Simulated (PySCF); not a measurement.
Job for PySCF: U-HF/LANL2DZ on F2Pb (SMILES [F][Pb][F]), a point of a bond scan (R = 2.056 Å).

```python
from pyscf import gto, scf, dft, mp
from pyscf.data.elements import chemcore

mol = gto.M(
    atom='''
    Pb    0.02962032   -0.01891666    0.24316538
    F     0.64537948    1.41035110   -1.09979278
    F    -0.91525349   -1.23799932   -1.11571404
    ''',
    basis='lanl2dz',
    ecp={'Pb': 'lanl2dz'},
    charge=0, spin=0, verbose=3, max_memory=1800)
mf = scf.UHF(mol)
mf.conv_tol = 1e-8
mf.max_cycle = 100
mf.init_guess_breaksym = True
mf.kernel()
if not mf.converged:
    mf = mf.newton().run(mf.mo_coeff, mf.mo_occ)
for _ in range(4):
    mo, _, stable, _ = mf.stability(return_status=True)
    if stable:
        break
    mf.kernel(mf.make_rdm1(mo, mf.mo_occ))
```

Output:

```
converged SCF energy = -202.328195415628  <S^2> = 2.7829028e-09  2S+1 = 1
<class 'pyscf.scf.uhf.UHF'> wavefunction is stable in the internal stability analysis
```

The calculation finished and met its thresholds.

Cost: very roughly 0.5 core-seconds.
